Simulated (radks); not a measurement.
The numbers below are computed, except where a source is named.
Q: These are the eigenvalues of the occupied orbitals of an atom or ion with whole-number occupations (eV). Code: a radial shooting solver on a logarithmic mesh with Libxc functionals. Model: Dirac Kohn-Sham, relativistic LDA (MacDonald-Vosko exchange, VWN5 correlation), spin-unpolarised, spherical densities, finite nucleus; Fermi nuclear charge, rms radius of each element as measured or else 0.836 A^(1/3) + 0.57 fm.

1s1/2: -74804.17
2s1/2: -14352.00
2p1/2: -13822.44
2p3/2: -12311.21
3s1/2: -4523.051
3p1/2: -4287.769
3p3/2: -3950.308
3d3/2: -3558.612
3d5/2: -3484.692
4s1/2: -2004.314
4p1/2: -1903.000
4p3/2: -1799.311
4d3/2: -1635.073

Which element is it, and in what charge state? The configuration may be excited. Open shells, if any, fill j = l - 1/2 first.

A: Z = 76, osmium, charge +37: Os37+ in [Kr] 4d3. The list shows which subshells hold electrons but not how many an open one holds; the 1s level, -2749 hartree, gives Z - s = 74.1 by -(Z - s)^2/2, which with screening and relativity narrows Z to a few neighbours, and the depths of the outer levels then fix element, charge and occupations together.
